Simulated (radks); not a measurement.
Question: Ca I, configuration [Ar] 4s2. Calculated with a radial shooting solver on a logarithmic mesh with Libxc functionals: scalar-relativistic Kohn-Sham, r2SCAN, spin-polarised, spherical densities, finite nucleus; meta-GGA in the generalised Kohn-Sham scheme; Fermi nuclear charge, rms radius 3.4776 fm. Some entries of the table are withheld. Estimate them.

orbital  occ.  eigenvalue (eV)  <r^2> (bohr^2)  <1/r> (bohr^-1)
1s          2        -3967.468        0.007948            19.74
2s          2        -421.1196          0.1562              (1)
2p          6        -339.1371          0.1326              (2)
3s          2         -48.9346           1.543            1.204
3p          6         -28.9530             (3)              (4)
4s          2              (5)             (6)           0.3125

Answer: 
(1) 2s <1/r> (bohr^-1): 4.064
(2) 2p <1/r> (bohr^-1): 3.952
(3) 3p <r^2> (bohr^2): 1.903
(4) 3p <1/r> (bohr^-1): 1.073
(5) 4s eigenvalue (eV): -3.8318
(6) 4s <r^2> (bohr^2): 19.00
